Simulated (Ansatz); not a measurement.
Relaxation of CH5AlFO3Sb (12 atoms, charge 0, multiplicity 1), to a largest force component of 0.015 eV/Å in at most 40 steps.

Computed with Ansatz 0.2.0, RKS PBE0/def2-SVP.

```xyz
12
Properties=species:S:1:pos:R:3
O -0.342 0.297 1.872
C -0.259 0.368 0.463
F 0.502 1.463 0.092
O -1.468 0.505 -0.106
Al -1.503 0.648 -1.978
O 0.337 -0.818 0.033
Sb 2.270 -0.962 0.763
H -0.711 1.244 2.122
H -1.390 2.116 -2.591
H -1.547 -0.652 -2.850
H 2.109 0.625 1.569
H 2.928 -0.221 -0.677
```

**Question.** Where does it end, and by what steps?

**Answer.** It converged. The force dipped under the threshold on the way, but the program's further checks kept it going. After 34 steps the energy has fallen by 1.383 eV; H8 moved furthest, 1.48 Å. Joined: C2–Al5, Al5–O6.

```csv
step,energy less start (eV),largest force component (eV/Å),accepted
0,0.0000,3.687,yes
2,-0.6045,0.618,yes
4,-0.6694,0.412,yes
6,-0.7474,1.213,yes
8,-0.9658,0.884,yes
10,-1.2625,0.722,yes
12,-1.3313,0.514,yes
14,-1.3519,0.077,yes
16,-1.3547,0.124,yes
18,-1.3575,0.067,yes
20,-1.3592,0.312,yes
22,-1.3628,0.186,yes
24,-1.3711,0.626,yes
26,-1.3798,0.210,yes
28,-1.3819,0.037,yes
30,-1.3822,0.021,yes
32,-1.3825,0.016,yes
34,-1.3826,0.009,yes
```

```xyz
12
Properties=species:S:1:pos:R:3
O -0.482 0.321 1.730
C -0.430 1.059 0.572
F 0.149 2.237 0.884
O -1.569 1.177 -0.081
Al -0.996 0.433 -1.658
O 0.467 0.408 -0.362
Sb 1.849 -0.940 0.397
H -1.378 -0.037 1.783
H -0.739 1.427 -2.865
H -1.457 -1.075 -1.885
H 2.710 0.300 1.213
H 2.802 -0.695 -1.016
```

The run took 4.1 min on 2 threads of Arm Neoverse V1 (shared host), peak memory 0.45 GiB.
